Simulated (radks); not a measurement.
Problem. Sc+, 20 electrons, occupied as [Ar] 3d1 4s1. Calculated with a radial shooting solver on a logarithmic mesh with Libxc functionals: Dirac Kohn-Sham, exchange-only LDA, spin-unpolarised, spherical densities, finite nucleus; open shells are shared between the two j in proportion to 2j + 1; Fermi nuclear charge, rms radius 3.5459 fm. Some entries of the table are withheld. Estimate them.

orbital,occ.,eigenvalue (eV),r(max) (bohr)
1s1/2,2,-4389.188,0.04791
2s1/2,2,-478.0901,0.2844
2p1/2,2,(1),0.2308
2p3/2,4,(2),0.2330
3s1/2,2,-60.3028,0.9270
3p1/2,2,-39.5205,0.9633
3p3/2,4,-39.0055,0.9698
4s1/2,1,(3),2.929
3d3/2,0.4,-8.9508,1.094
3d5/2,0.6,-8.9185,1.096
4p1/2,0,-5.7217,3.594
4p3/2,0,-5.6837,3.615
5s1/2,0,-2.6675,7.602

Solution. 
(1) 2p1/2 eigenvalue (eV): -396.2186
(2) 2p3/2 eigenvalue (eV): -391.5928
(3) 4s1/2 eigenvalue (eV): -9.0380
